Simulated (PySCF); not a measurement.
## Electron correlation in Al (aluminium, neutral)

[Ne] 3s2 3p1, 2P determinant. All numbers are calculated (PySCF 2.14, the non-relativistic Hamiltonian (point nucleus), in def2-QZVPPD (10s6p5d2f1g, 76 functions)). Frozen: [Ne]; 3 electrons correlated.

MP2 pair energies summed by pair of shells (mhartree):

```csv
pair,energy,share (%)
3s-3s,-21.74,56.7
3s-3p,-16.60,43.3
```

Total MP2 correlation energy: -38.34 mhartree.

Same-spin part -2.66 and opposite-spin part -35.68 mhartree; SCS-MP2 scales them by 1/3 and 6/5 to -43.70 mhartree.
